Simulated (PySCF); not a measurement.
Single point on KB

State: ³Π (triplet), unpaired electrons σ ↑, π ↑.

An equivalent input (the run itself took its basis sets from the Basis Set Exchange, started from a PBE0 density and held the occupation σ 8α 7β, πx 2α 2β, πy 3α 2β):

```python
from pyscf import gto, scf, cc
mol = gto.M(atom='K 0 0 0; B 0 0 2.878', basis={'K': 'def2-SVPD', 'B': 'def2-SVPD'},
            charge=0, spin=2, verbose=4, symmetry='C2v')
mf = scf.UHF(mol)
mf.irrep_nelec = {'A1': (8, 7), 'B1': (2, 2), 'B2': (3, 2)}
mf.conv_tol = 1e-9
mf.max_cycle = 60
mf.diis_space = 10
mf.kernel()
mycc = cc.CCSD(mf, frozen=[[0, 1, 2, 3, 4, 5], [0, 1, 2, 3, 4, 5]])
mycc.run(conv_tol=1e-7, conv_tol_normt=1e-5, max_cycle=80, diis_space=8)
et = mycc.ccsd_t()
```

The SCF ended at -623.59225883 hartree. The coupled-cluster part of the log:

```
******** <class 'pyscf.cc.uccsd.UCCSD'> ********
CC2 = 0
CCSD nocc = (7, 5), nmo = (41, 41)
frozen orbitals [[0, 1, 2, 3, 4, 5], [0, 1, 2, 3, 4, 5]]
max_cycle = 80
direct = 0
conv_tol = 1e-07
conv_tol_normt = 1e-05
diis_space = 8
diis_start_cycle = 0
diis_start_energy_diff = 1e+09
Init t2, MP2 energy = -0.0960807094093506
Init E_corr(UCCSD) = -0.0960807094190076
cycle = 1  E_corr(UCCSD) = -0.112280453237504  dE = -0.0161997438  norm(t1,t2) = 0.0666111
cycle = 2  E_corr(UCCSD) = -0.116713449935937  dE = -0.0044329967  norm(t1,t2) = 0.0333792
cycle = 3  E_corr(UCCSD) = -0.120293372401692  dE = -0.00357992247  norm(t1,t2) = 0.0224147
cycle = 4  E_corr(UCCSD) = -0.120677904355556  dE = -0.000384531954  norm(t1,t2) = 0.0106028
cycle = 5  E_corr(UCCSD) = -0.120606283976107  dE = 7.16203794e-05  norm(t1,t2) = 0.00716089
cycle = 6  E_corr(UCCSD) = -0.12070277654017  dE = -9.64925641e-05  norm(t1,t2) = 0.00346832
cycle = 7  E_corr(UCCSD) = -0.120700952079589  dE = 1.82446058e-06  norm(t1,t2) = 0.00169893
cycle = 8  E_corr(UCCSD) = -0.120683956332418  dE = 1.69957472e-05  norm(t1,t2) = 0.000943214
cycle = 9  E_corr(UCCSD) = -0.120694813557131  dE = -1.08572247e-05  norm(t1,t2) = 0.00040735
cycle = 10  E_corr(UCCSD) = -0.120691235844431  dE = 3.5777127e-06  norm(t1,t2) = 0.000194841
cycle = 11  E_corr(UCCSD) = -0.120692769151175  dE = -1.53330674e-06  norm(t1,t2) = 9.13944e-05
cycle = 12  E_corr(UCCSD) = -0.120692668974555  dE = 1.0017662e-07  norm(t1,t2) = 3.28678e-05
cycle = 13  E_corr(UCCSD) = -0.120693349350325  dE = -6.8037577e-07  norm(t1,t2) = 1.64875e-05
cycle = 14  E_corr(UCCSD) = -0.12069387740769  dE = -5.28057365e-07  norm(t1,t2) = 7.24776e-06
cycle = 15  E_corr(UCCSD) = -0.120693941046962  dE = -6.36392719e-08  norm(t1,t2) = 2.52576e-06
UCCSD converged
E(UCCSD) = -623.7129527720905  E_corr = -0.1206939410469618
UCCSD(T) correction = -0.00290054640834011
```

T1 diagnostic 0.028, D1 0.117, 12 electrons correlated.

Repeating this along the bond gives Re = 2.918 Å and ωe = 268 cm⁻¹.

A point of this curve took 3.7 CPU seconds beside 0.053 for the integrals, on Arm Neoverse V1 (shared host).

Correlated steps freeze 6 core orbitals. The state is the lowest determinant that a PBE0 search found; another state may lie lower at other levels.
